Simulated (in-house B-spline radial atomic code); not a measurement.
**Ionising Co4+ with different functionals**

Computed with an all-electron radial atomic-structure program (B-spline basis): four-component Dirac-Coulomb Hamiltonian, Fermi nucleus of rms radius 3.7875 fm, spin-restricted, spherical fractional occupations for the functionals, and exact exchange of hybrids averaged over the configuration. The ionisation energy is the difference of two self-consistent energies, [Ar] 3d5 → [Ar] 3d4, without Breit or QED terms; ε is the level of the shell that loses the electron (mean over j). The electron is taken from both j subshells in proportion to 2j + 1, so the result is a j average, not the step between ground levels.

| method | rung | ΔSCF (eV) | -ε(3d) (eV) |
| --- | --- | --- | --- |
| PBE0 | global hybrid | 77.17 | 69.22 |
| B97-1 | global hybrid | 77.17 | 68.66 |
| B3LYP | global hybrid | ? | ? |
| HSE06 | range-separated hybrid | ? | ? |

What does HSE06 give?

ΔSCF 77.14 eV, and -ε(3d) = 68.77 eV.

What does B3LYP give?

ΔSCF 77.35 eV, and -ε(3d) = 68.71 eV.

Among the functionals, which spreads more, the ΔSCF values or the orbital energies?

The orbital energies: ΔSCF values span about 0.21 eV and the orbital energies 0.56 eV.

How do they compare with the NIST value?

NIST lists 79.5 eV ± 0.2 (semi-empirical, ground level to ground level). Errors run from -2.36 to -2.15 eV. The correlated functionals all miss on the same side by more than they spread, so the cause is common to them (Breit-QED terms, spin polarisation, the choice among j levels, multiplet and fine-structure energies, or a listed next ion that isn't the cheapest removal here) and closeness doesn't rank the functionals.
